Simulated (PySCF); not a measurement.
# Ionisation energy of Rh by level of theory

Rh [Kr] 4d8 5s1 (4F) → Rh⁺ [Kr] 4d8 (3F), as a difference of total energies. Computed with PySCF 2.14 in x2c-TZVPPall (8s6p6d2f1g, 79 functions), with the spin-free X2C one-electron Hamiltonian (Gaussian nucleus). Correlated levels: valence and next inner shell: [Ar] 3d10 frozen. The calculations carry no spin-orbit coupling.

| method | ionisation energy (eV) | error (eV) |
| --- | --- | --- |
| UHF | 6.313 | -1.166 |
| MP2 (valence and next inner shell) | 7.373 | -0.106 |
| SCS-MP2 (valence and next inner shell) | 7.128 | -0.351 |
| CCSD (valence and next inner shell) | 7.207 | -0.272 |
| CCSD(T) (valence and next inner shell) | 7.295 | -0.184 |

Reference: 7.479 eV (measured; NIST levels, between the centres of gravity of the two terms).

Errors of the correlated levels include the incompleteness of this basis and the frozen core.
